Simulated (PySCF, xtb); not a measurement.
2-chlorobuta-1,3-diene (C4H5Cl), SMILES C=CC(=C)Cl.

Coordinates come from a B3LYP-D3(BJ)/def2-SVP optimisation. The values are those of a single conformer.

These are IEF-PCM-PBE0/def2-SVP run with PySCF 2.14.0 values and carry that method's errors.

The values are the electrostatic part of the solvation free energy, E(continuum) − E(gas) at the gas-phase geometry, in a cavity of scaled van der Waals radii (PySCF's table); cavitation and dispersion terms are not included. In vacuum the orbital gap is 5.83 eV. The dipole moment in vacuum is 1.42 D.

| solvent | ε | ΔG(elec) (kcal/mol) | dipole (D) | gap (eV) |
|---|---|---|---|---|
| water | 78.36 | -2.6 | 1.93 | 5.86 |
| dimethylsulfoxide | 46.83 | -2.5 | 1.92 | 5.86 |
| N,N-dimethylformamide | 37.22 | -2.5 | 1.92 | 5.86 |

For comparison, GFN2-xTB/ALPB(water) (xtb, at the GFN2-xTB geometry, all terms of that model) gives -1.7 kcal/mol.
